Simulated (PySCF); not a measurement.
**P²⁺: excitation energy**

P²⁺ [Ne] 3s2 3p1 (2P) → P²⁺ [Ne] 3s2 4s1 (2S), as a difference of total energies. All numbers are calculated (PySCF 2.14, the non-relativistic Hamiltonian (point nucleus), in aug-cc-pV(T+d)Z (6s5p4d2f, 55 functions)). Correlated levels: valence: [Ne] frozen. The calculations carry no spin-orbit coupling.

| method | excitation energy (eV) |
| --- | --- |
| UHF | 14.560 |
| LDA | 14.502 |
| PBE | 14.588 |
| PBE0 | 14.705 |
| r2SCAN | 15.043 |
| revPBE | 14.621 |
| TPSS | 14.917 |
| CAM-B3LYP | 14.683 |
| r2SCAN0 | 14.987 |
| MP2 (valence) | 14.539 |
| SCS-MP2 (valence) | 14.567 |

Question: How much does correlation contribute at MP2 (valence)?

Answer: 14.539 − (14.560) = -0.021 eV, measured against UHF.

A first-order spin-orbit estimate (lowest level to lowest level, LS coupling) adds 0.041 eV.

The promoted electron is Rydberg-like, and one or two diffuse shells describe it only roughly, which tends to raise the upper state.
